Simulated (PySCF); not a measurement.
## Electron correlation in Ni (nickel, neutral)

[Ar] 3d7 4s2 4p1, one real determinant (an excited configuration). Computed with PySCF 2.14 in aug-cc-pVTZ-DK (8s7p5d3f2g, 93 functions), with scalar relativity by spin-free X2C-1e. Frozen: [Ar]; 10 electrons correlated.

```csv
level,correlation energy (mhartree)
CCSD,-274.44
(T),-25.10
CCSD(T),-299.54
```

Diagnostics: T1 = 0.058, D1 = 0.2470, largest double amplitude 0.306.

**Question.** Is a single reference adequate?

**Answer.** Not fully. The real determinant used has ⟨L²⟩ near 14 against 20 for a pure G term, so it mixes terms. T1 exceeds 0.03, a sign that the reference determinant is poor. A double-excitation amplitude exceeds 0.15, a sign of near-degeneracy.

The reference is one real determinant that mixes LS terms of this configuration.
